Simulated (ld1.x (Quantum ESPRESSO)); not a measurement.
**Reading a pseudo-wave (Rb)**

Columns: radius, all-electron u(r) and pseudo u(r) of the 4p shell (level -16.02 eV) of rubidium in the configuration [Ar] 3d10 4s2 4p6 5s1 5p0; PW91, scalar-relativistic, TM scheme, ld1.x (Quantum ESPRESSO) 7.5.

| r (bohr) | all-electron | pseudo |
| --- | --- | --- |
| 0.082 | 0.2490 | 0.0048 |
| 0.165 | 0.0833 | 0.0195 |
| 0.248 | -0.2132 | 0.0441 |
| 0.330 | -0.3809 | 0.0783 |
| 0.413 | -0.3930 | 0.1232 |
| 0.495 | -0.2944 | 0.1776 |
| 0.578 | -0.1353 | 0.2424 |
| 0.660 | 0.0424 | 0.3154 |
| 0.742 | 0.2165 | 0.3952 |
| 0.825 | 0.3754 | 0.4800 |
| 0.908 | 0.5107 | 0.5647 |
| 0.990 | 0.6193 | 0.6434 |
| 1.072 | 0.7036 | 0.7124 |
| 1.155 | 0.7662 | 0.7685 |
| 1.238 | 0.8085 | 0.8088 |
| 1.320 | 0.8328 | 0.8328 |
| 1.402 | 0.8427 | 0.8427 |
| 1.485 | 0.8405 | 0.8405 |
| 1.568 | 0.8287 | 0.8287 |
| 1.650 | 0.8095 | 0.8095 |
| 1.733 | 0.7843 | 0.7843 |
| 1.815 | 0.7552 | 0.7552 |
| 1.898 | 0.7228 | 0.7228 |
| 1.980 | 0.6889 | 0.6889 |
| 2.062 | 0.6540 | 0.6540 |
| 2.145 | 0.6182 | 0.6182 |

Q: How many radial nodes do the two functions have?

A: The all-electron 4p function has n − l − 1 = 2; the pseudo-wave has 0, since the states of the same l below it are removed with the core.

Q: At about which radius was the pseudo-wave matched?

A: 1.45 bohr. The columns agree to 0.0005 from 1.24 bohr on; several derivatives are matched, so the curves merge somewhat inside the radius.

Q: Where does each function peak?

A: Outermost all-electron maximum near 1.40 bohr, pseudo maximum near 1.40 bohr (to the table’s step).

Q: Is the pseudo-wave norm-conserving?

A: Yes: the TM scheme keeps the norm inside the radius equal to the all-electron one, which fixes the energy derivative of the logarithmic derivative at the level.
